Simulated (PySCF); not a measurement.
How methods differ on the ionisation energy of Pb

Pb [Xe] 4f14 5d10 6s2 6p2 (3P) → Pb⁺ [Xe] 4f14 5d10 6s2 6p1 (2P), as a difference of total energies. All numbers are calculated (PySCF 2.14, scalar relativity by spin-free X2C-1e, in ANO-RCC-VTZP). Correlated levels: valence and next inner shell: [Kr] 4d10 4f14 frozen. The calculations carry no spin-orbit coupling.

```csv
method,ionisation energy (eV),difference from reference (eV)
UHF,6.583,-0.834
MP2 (valence and next inner shell),7.018,-0.399
SCS-MP2 (valence and next inner shell),6.893,-0.524
CCSD (valence and next inner shell),6.969,-0.448
CCSD(T) (valence and next inner shell),6.996,-0.421
```

Reference: 7.417 eV (measured; NIST Atomic Spectra Database, ionization energies).

Spin-orbit coupling is strong in these open shells (close to jj coupling). The scalar numbers leave it out and a first-order estimate fails, so it can dominate the gap to the real levels.

Errors of the correlated levels include the incompleteness of this basis and the frozen core.
